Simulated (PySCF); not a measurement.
Cu₂, SMILES [Cu][Cu], multiplicity 1. Atoms are numbered in the order given.

```xyz
2

Cu     0.0000     0.0000    -1.1457
Cu     0.0000     0.0000     1.1457
```
Charge 0, spin multiplicity 1.

The structure is a stationary point at B3LYP-D3(BJ)/def2-TZVP. The multiplicity is an assumed one; other spin states were not compared.

Calculation: TDDFT-LC-ωPBE/def2-TZVPD (PySCF 2.14.0).

Vertical excitations; the highest root listed may be one member of a degenerate set. Gas-phase values at a fixed geometry. State labels are in the subgroup D2h.

Task: List the lowest excited states. (The exact figures need the calculation; the answer reports its results.)

Result: 
```
state  symmetry  energy (eV)  λ (nm)      f                                   main pairs
-----  --------  -----------  ------  -----  -------------------------------------------
S1           Ag         2.71     457  0.000                             HOMO−1→LUMO 83 %
S2          B3u         2.76     450  0.003                 HOMO−3→LUMO (degenerate set)
S3          B2u         2.76     450  0.003                 HOMO−2→LUMO (degenerate set)
S4          B1u         2.80     443  0.153            HOMO→LUMO 71 %, HOMO−10→LUMO 15 %
S5           Ag         2.95     420  0.000                 HOMO−4→LUMO (degenerate set)
S6          B1g         2.95     420  0.000                 HOMO−5→LUMO (degenerate set)
S7          B1u         3.12     397  0.000                 HOMO−6→LUMO (degenerate set)
S8           Au         3.12     397  0.000                 HOMO−7→LUMO (degenerate set)
S9          B3g         3.48     357  0.000  HOMO−9→LUMO, HOMO−2→LUMO+3 (degenerate set)
S10         B2g         3.48     357  0.000  HOMO−8→LUMO, HOMO−3→LUMO+3 (degenerate set)
T1          B1u         1.77     700      0                               HOMO→LUMO 90 %
T2           Ag         2.39     518      0                             HOMO−1→LUMO 82 %
T3          B2u         2.44     509      0                 HOMO−2→LUMO (degenerate set)
T4          B3u         2.44     509      0                 HOMO−3→LUMO (degenerate set)
```
Triplets are in the Tamm–Dancoff approximation, which puts them higher than full response would, so one can lie above its singlet here.
